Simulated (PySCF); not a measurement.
C2Si, SMILES [C]1[C][Si]1 (connectivity only; charge and spin as stated), neutral, multiplicity 1.

Geometry: ωB97X-D3(BJ)/def2-TZVP.

All values below come from PySCF with SMD-M06-2X/6-31G*.

Solvation free energies are E(SMD) − E(gas) at the gas-phase geometry, for 1 M in both phases. In vacuum the dipole moment is 2.19 D.

```json
[
 {"solvent": "water", "ΔG(solv) (kcal/mol)": "0.1", "its non-electrostatic (CDS) part": "3.8", "dipole (D)": "3.00"},
 {"solvent": "chlorobenzene", "ΔG(solv) (kcal/mol)": "-1.7", "its non-electrostatic (CDS) part": "1.0", "dipole (D)": "2.80"},
 {"solvent": "methanol", "ΔG(solv) (kcal/mol)": "-1.1", "its non-electrostatic (CDS) part": "2.5", "dipole (D)": "2.98"}
]
```
